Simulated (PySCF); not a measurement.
PySCF input file for BrH3OSiZn, SMILES [O]([SiH3])[Zn][Br], TDDFT-PBE/def2-SVPD. Geometry optimised at TPSSh-D3(BJ)/def2-SVP. The structure was generated by enumeration; whether it is a known compound was not checked. The values are those of a single conformer.

```python
import numpy as np
from pyscf import gto, scf, dft, tdscf

mol = gto.M(
    atom='''
    Zn    0.18200077    0.08683887    0.00000000
    Br   -0.12184626   -2.11762808    0.00000000
    O     0.52261184    1.81968284   -0.00000000
    Si   -0.27208274    3.26736007    0.00000000
    H    -1.14508615    3.41872571    1.20369820
    H     0.72303182    4.37386170    0.00000001
    H    -1.14508614    3.41872571   -1.20369821
    ''',
    basis='def2-SVPD',
    charge=0,
    spin=0,
    symmetry=True,
    max_memory=1600,
    verbose=4,
)
mf = dft.RKS(mol, xc='pbe').density_fit(auxbasis='def2-universal-jkfit')
mf.grids.level = 3
mf.conv_tol = 1e-9
mf.max_cycle = 100
mf.kernel()
mf.grids = dft.Grids(mol).set(level=1).build(with_non0tab=True)  # coarser grid for the response kernel
td = tdscf.TDDFT(mf)
td.singlet = True
td.nstates = 10
td.conv_tol = 1e-4
td.positive_eig_threshold = 1e-6
td.kernel(x0=td.get_init_guess(mf, 15))
td.analyze()
tt = tdscf.TDA(mf)
tt.singlet = False
tt.nstates = 4
tt.conv_tol = 1e-4
tt.positive_eig_threshold = 1e-6
tt.kernel(x0=tt.get_init_guess(mf, 9))
tt.analyze(verbose=3)
```

Program output:

```
PySCF version 2.14.0

[INPUT] verbose = 4
[INPUT] num. atoms = 7
[INPUT] num. electrons = 90
[INPUT] charge = 0
[INPUT] spin (= nelec alpha-beta = 2S) = 0
[INPUT] symmetry True subgroup None
[INPUT] Mole.unit = angstrom
[INPUT] Symbol           X                Y                Z      unit          X                Y                Z       unit  Magmom
[INPUT]  1 Zn     0.182000770000   0.086838870000   0.000000000000 AA    0.343931609760   0.164101681267   0.000000000000 Bohr   0.0
[INPUT]  2 Br    -0.121846260000  -2.117628080000   0.000000000000 AA   -0.230256060703  -4.001737104889   0.000000000000 Bohr   0.0
[INPUT]  3 O      0.522611840000   1.819682840000   0.000000000000 AA    0.987593247055   3.438702201171   0.000000000000 Bohr   0.0
[INPUT]  4 Si    -0.272082740000   3.267360070000   0.000000000000 AA   -0.514161861821   6.174415682640   0.000000000000 Bohr   0.0
[INPUT]  5 H     -1.145086150000   3.418725710000   1.203698200000 AA   -2.163899212533   6.460455286909   2.274659934632 Bohr   0.0
[INPUT]  6 H      0.723031820000   4.373861700000   0.000000010000 AA    1.366332119146   8.265400719725   0.000000018897 Bohr   0.0
[INPUT]  7 H     -1.145086140000   3.418725710000  -1.203698210000 AA   -2.163899193635   6.460455286909  -2.274659953529 Bohr   0.0

nuclear repulsion = 553.723877059673
point group symmetry = Cs
symmetry origin: [-2.30966528e-09  2.51963495e-09  0.00000000e+00]
symmetry axis x: [ 1.00000000e+00 -3.86478643e-10  1.33359017e-09]
symmetry axis y: [-3.86478643e-10 -1.00000000e+00 -2.56250134e-11]
symmetry axis z: [-1.33359017e-09 -2.56250046e-11  1.00000000e+00]
num. orbitals of irrep A' = 98
num. orbitals of irrep A" = 48
number of shells = 58
number of NR pGTOs = 264
number of NR cGTOs = 146
basis = def2-SVPD
ecp = {}


[settings echo left out]
init E= -4717.25840375088
HOMO (A") = -0.292257201813249  LUMO (A') = -0.0983532014083393  gap/eV = 5.27640
cycle= 1 E= -4718.31664213388  delta_E= -1.06  |g|= 1.26  |ddm|= 3.44
HOMO (A") = -0.117582976565417  LUMO (A') = -0.0734946621792263  gap/eV = 1.19970
cycle= 2 E= -4715.22643395198  delta_E= 3.09  |g|= 3.64  |ddm|= 4.98
HOMO (A") = -0.222655585145979  LUMO (A') = -0.10947423395409  gap/eV = 3.07982
cycle= 3 E= -4718.45464849028  delta_E= -3.23  |g|= 0.768  |ddm|= 4.47
HOMO (A") = -0.24876039387784  LUMO (A') = -0.0850479679882552  gap/eV = 4.45484
cycle= 4 E= -4718.56160352908  delta_E= -0.107  |g|= 0.353  |ddm|= 1.18
HOMO (A") = -0.254723662063598  LUMO (A') = -0.100071722287913  gap/eV = 4.20829
cycle= 5 E= -4718.58180629311  delta_E= -0.0202  |g|= 0.0725  |ddm|= 0.358
HOMO (A") = -0.25678763021919  LUMO (A') = -0.0966500953506637  gap/eV = 4.35756
cycle= 6 E= -4718.58325512972  delta_E= -0.00145  |g|= 0.0215  |ddm|= 0.113
HOMO (A") = -0.257860265474971  LUMO (A') = -0.0970990283752649  gap/eV = 4.37454
cycle= 7 E= -4718.5833560938  delta_E= -0.000101  |g|= 0.00601  |ddm|= 0.0246
HOMO (A") = -0.258239640269171  LUMO (A') = -0.0969412727561583  gap/eV = 4.38915
cycle= 8 E= -4718.58336298675  delta_E= -6.89e-06  |g|= 0.00132  |ddm|= 0.00669
HOMO (A") = -0.258325921977372  LUMO (A') = -0.0970021950669997  gap/eV = 4.38984
cycle= 9 E= -4718.58336330315  delta_E= -3.16e-07  |g|= 0.000294  |ddm|= 0.00129
HOMO (A") = -0.258325663054769  LUMO (A') = -0.096992797084221  gap/eV = 4.39009
cycle= 10 E= -4718.58336331715  delta_E= -1.4e-08  |g|= 0.000141  |ddm|= 0.000607
HOMO (A") = -0.258322174916372  LUMO (A') = -0.096990447646311  gap/eV = 4.39006
cycle= 11 E= -4718.58336332345  delta_E= -6.3e-09  |g|= 2.98e-05  |ddm|= 0.000269
HOMO (A") = -0.258324188355279  LUMO (A') = -0.0969915112523214  gap/eV = 4.39009
cycle= 12 E= -4718.5833633238  delta_E= -3.49e-10  |g|= 5.59e-06  |ddm|= 4.67e-05
HOMO (A") = -0.258324787058767  LUMO (A') = -0.0969915665519423  gap/eV = 4.39010
Extra cycle  E= -4718.58336332377  delta_E= 3.37e-11  |g|= 1.31e-05  |ddm|= 2.2e-05
converged SCF energy = -4718.58336332377
tot grids = 33784
Overwritten attributes  positive_eig_threshold  of <class 'pyscf.tdscf.rks.CasidaTDDFT'>


******** <class 'pyscf.tdscf.rks.CasidaTDDFT'> for <class 'pyscf.df.df_jk.DFSymAdaptedRKS'> ********
nstates = 10 singlet
deg_eia_thresh = 1.000e-03
wfnsym = None
conv_tol = 0.0001
eigh lindep = 1e-12
eigh level_shift = 0
eigh max_cycle = 100


Excitation energies (eV)
[4.48578553 4.72599216 5.07740378 5.08628615 5.97531803 6.11432943
 6.23758231 6.33269365 6.44711322 6.52622993]

** Singlet excitation energies and oscillator strengths **
Excited State   1:   A"      4.48579 eV    276.39 nm  f=0.0005
      45 -> 46        0.70637
Excited State   2:   A'      4.72599 eV    262.35 nm  f=0.0199
      44 -> 46       -0.70263
Excited State   3:   A"      5.07740 eV    244.19 nm  f=0.0202
      43 -> 46       -0.70594
Excited State   4:   A'      5.08629 eV    243.76 nm  f=0.0223
      42 -> 46       -0.70488
Excited State   5:   A"      5.97532 eV    207.49 nm  f=0.0010
      45 -> 47        0.70607
Excited State   6:   A'      6.11433 eV    202.78 nm  f=0.0133
      44 -> 47        0.38042
      45 -> 48       -0.59266
Excited State   7:   A"      6.23758 eV    198.77 nm  f=0.0001
      44 -> 48       -0.70479
Excited State   8:   A'      6.33269 eV    195.78 nm  f=0.0279
      39 -> 46       -0.15134
      40 -> 46       -0.21693
      44 -> 47       -0.55103
      45 -> 48       -0.33260
Excited State   9:   A"      6.44711 eV    192.31 nm  f=0.0104
      41 -> 46        0.70127
Excited State  10:   A"      6.52623 eV    189.98 nm  f=0.0023
      42 -> 48       -0.13035
      43 -> 47        0.69191

** Transition electric dipole moments (AU) **
state          X           Y           Z        Dip. S.      Osc.
  1        -0.0000      0.0000      0.0642      0.0041      0.0005
  2        -0.0133     -0.4147     -0.0000      0.1721      0.0199
  3        -0.0000     -0.0000     -0.4026      0.1621      0.0202
  4        -0.3956     -0.1488     -0.0000      0.1787      0.0223
  5        -0.0000      0.0000      0.0819      0.0067      0.0010
  6        -0.0747      0.2887      0.0000      0.0890      0.0133
  7         0.0000     -0.0000     -0.0219      0.0005      0.0001
  8        -0.1858      0.3814      0.0000      0.1800      0.0279
  9         0.0000     -0.0000      0.2566      0.0658      0.0104
 10        -0.0000      0.0000      0.1205      0.0145      0.0023

** Transition velocity dipole moments (imaginary part, AU) **
state          X           Y           Z        Dip. S.      Osc.
  1         0.0000      0.0000      0.0106      0.0001      0.0005
  2        -0.0034     -0.0729     -0.0000      0.0053      0.0205
  3        -0.0000     -0.0000     -0.0754      0.0057      0.0203
  4        -0.0743     -0.0289      0.0000      0.0064      0.0227
  5         0.0000     -0.0000      0.0227      0.0005      0.0016
  6        -0.0183      0.0661      0.0000      0.0047      0.0140
  7         0.0000      0.0000     -0.0055      0.0000      0.0001
  8        -0.0496      0.0870      0.0000      0.0100      0.0287
  9         0.0000     -0.0000      0.0616      0.0038      0.0107
 10         0.0000     -0.0000      0.0302      0.0009      0.0025

** Transition magnetic dipole moments (imaginary part, AU) **
state          X           Y           Z
  1         0.1866      0.1433      0.0000
  2        -0.0000     -0.0000      0.2601
  3        -0.3369     -0.0668     -0.0000
  4        -0.0000     -0.0000      0.4417
  5        -0.3316      0.0597      0.0000
  6         0.0000     -0.0000     -0.2160
  7         0.1066     -0.0081      0.0000
  8         0.0000     -0.0000     -0.7920
  9        -0.4594     -0.0944     -0.0000
 10        -0.1411      0.0150      0.0000
Overwritten attributes  positive_eig_threshold  of <class 'pyscf.tdscf.rks.TDA'>


******** <class 'pyscf.tdscf.rks.TDA'> for <class 'pyscf.df.df_jk.DFSymAdaptedRKS'> ********
nstates = 4 triplet
deg_eia_thresh = 1.000e-03
wfnsym = None
conv_tol = 0.0001
eigh lindep = 1e-12
eigh level_shift = 0
eigh max_cycle = 100


Excitation energies (eV)
[4.26941357 4.43495803 4.78046373 4.78201514]

** Triplet excitation energies and oscillator strengths **
Excited State   1:   A"      4.26941 eV    290.40 nm  f=0.0000
Excited State   2:   A'      4.43496 eV    279.56 nm  f=0.0000
Excited State   3:   A'      4.78046 eV    259.36 nm  f=0.0000
Excited State   4:   A"      4.78202 eV    259.27 nm  f=0.0000
```

Self-consistency was reached.
